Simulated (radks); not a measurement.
The numbers below are computed, except where a source is named.
Coulomb parameter of the 5d shell of the tantalum ion Ta+ in the model configuration [Xe] 4f14 5d3 6s1, as a second difference U = [E(n + 0.25) + E(n - 0.25) - 2 E(n)] / (0.25)^2 with all orbitals relaxed. "Bare": the charge of the atom changes with n. "Screened": the 6s shell takes up the change at fixed total charge, which measures U(5d,5d) + U(6s,6s) - 2 U(5d,6s). Code: a radial shooting solver on a logarithmic mesh with Libxc functionals. Model: scalar-relativistic Kohn-Sham, SCAN, spin-unpolarised, spherical densities, finite nucleus; meta-GGA in the generalised Kohn-Sham scheme; Fermi nuclear charge, rms radius 5.3507 fm.

case                      configuration  E - E(n) (eV)
start                 [Xe] 4f14 5d3 6s1          0.000
bare +0.25         [Xe] 4f14 5d3.25 6s1         -2.338
bare -0.25         [Xe] 4f14 5d2.75 6s1          2.902
screened +0.25  [Xe] 4f14 5d3.25 6s0.75          0.345
screened -0.25  [Xe] 4f14 5d2.75 6s1.25         -0.325

U(bare) = 9.022 eV, U(screened by 6s) = 0.320 eV, against the Slater integral F0(5d,5d) = 11.821 eV with frozen orbitals.
